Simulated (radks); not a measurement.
Task: Pb4+, configuration [Kr] 4d10 4f14 5s1.5 5p6 5d10 6p0.5 (fractional occupations, a model configuration). Method: scalar-relativistic Kohn-Sham, BLYP, spin-unpolarised, spherical densities, finite nucleus; Fermi nuclear charge, rms radius 5.5012 fm; computed with a radial shooting solver on a logarithmic mesh with Libxc functionals. Some entries of the table are withheld. Estimate them.

| orbital | occ. | eigenvalue (eV) | <r> (bohr) |
|---|---|---|---|
| 1s | 2 | -88130.30 | 0.01606 |
| 2s | 2 | -15803.47 | 0.06761 |
| 2p | 6 | -13568.92 | 0.06143 |
| 3s | 2 | -3829.343 | 0.1746 |
| 3p | 6 | -3188.257 | (1) |
| 3d | 10 | -2532.607 | 0.1599 |
| 4s | 2 | -903.0091 | 0.3843 |
| 4p | 6 | -692.7823 | 0.4099 |
| 4d | 10 | -448.9637 | 0.4308 |
| 5s | 1.5 | -189.7606 | 0.8499 |
| 4f | 14 | -179.7237 | 0.4531 |
| 5p | 6 | -130.9812 | 0.9684 |
| 5d | 10 | (2) | 1.242 |
| 6p | 0.5 | -37.0114 | 2.405 |

Result: 
(1) 3p <r> (bohr): 0.1765
(2) 5d eigenvalue (eV): -64.7155
